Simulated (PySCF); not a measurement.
C4H3FOSi.
SMILES: `C#C[SiH2]C(F)=C=O`

Jobs on this species (10 atoms, 58 electrons) with PySCF (density fitting). Hardware of each: an Arm Neoverse V1 with one thread, on a shared host. The host was shared with other jobs, so the times are rough. Peak memory is the resident size of the whole Python process, interpreter and libraries included.

**Question.** Rank these jobs by wall time, shortest first.
A. PBE0/6-31G*; shieldings, charges and field gradients; 108 basis functions
B. PBE/def2-SVPD; 10 singlets by full TDDFT, 4 Tamm–Dancoff triplets, polarisability, ΔSCF ions; 174 basis functions
C. HF/def2-SVPD; 10 singlets by TDHF, 4 Tamm–Dancoff triplets, polarisability, ΔSCF ions; 174 basis functions
D. HF/pcSseg-1; shieldings; 141 basis functions

**Answer.** D (5.7 s), A (14 s), C (43 s), B (1.9 min).

All jobs:

```csv
level and settings,work,basis functions,SCF cycles,wall time,peak memory
HF/pcSseg-1,shieldings,141,13,5.7 s,0.75 GiB
PBE0/6-31G*,"shieldings, charges and field gradients",108,16,14 s,0.59 GiB
PBE0/def2-SVP,"shieldings, charges and field gradients",117,15,14 s,0.62 GiB
wB97X-D/pcSseg-1,shieldings,141,16,15 s,0.74 GiB
PBE0/cc-pVDZ,"shieldings, charges and field gradients",117,16,16 s,0.63 GiB
PBE0/6-31+G*,"10 singlets by full TDDFT, 4 Tamm–Dancoff triplets, polarisability",136,16,20 s,0.67 GiB
HF/def2-SVPD,"10 singlets by TDHF, 4 Tamm–Dancoff triplets, polarisability, ΔSCF ions",174,13,43 s,0.72 GiB
PBE0/def2-SVPD,"10 singlets by full TDDFT, 4 Tamm–Dancoff triplets, polarisability, ΔSCF ions",174,15,78 s,0.80 GiB
PBE/def2-SVPD,"10 singlets by full TDDFT, 4 Tamm–Dancoff triplets, polarisability, ΔSCF ions",174,17,1.9 min,0.63 GiB
```

**Question.** What do all jobs in the table cost together?

**Answer.** About 5.3 min; the longest takes about 36 % of that, and about 20 times as long as the shortest.
